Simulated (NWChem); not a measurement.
# MgNH3; SMILES [NH2][MgH]

```xyz
5

Mg     0.2872    -0.6968    -0.0386
H      0.4646    -2.3848    -0.0914
N      0.0907     1.1802     0.0201
H     -0.7766     1.6956    -0.0155
H      0.8322     1.8606     0.0968
```
Atoms are numbered in this order, from 1.

Geometry: optimised at PBE0-D3(BJ)/def2-TZVP.

 Unshifted, non-relativistic core excitations; the lowest 4 roots alone, so stronger bands may lie above.

Q: List the first N K-edge excitations from PBE0/6-311G** (spherical d), restricted-window TDA (NWChem).

A: 
| state | energy (eV) | dipole oscillator strength | leading excitation (squared amplitude) |
|---|---|---|---|
| S1 | 387.3 | 0.0018 | 1s of atom 3 or its equivalents → LUMO (0.99) |
| S2 | 387.7 | 0.0013 | 1s of atom 3 or its equivalents → LUMO+1 (0.99) |
| S3 | 387.9 | 0.0109 | 1s of atom 3 or its equivalents → LUMO+2 (0.99) |
| S4 | 389.5 | 0.0109 | 1s of atom 3 or its equivalents → LUMO+3 (0.78) |
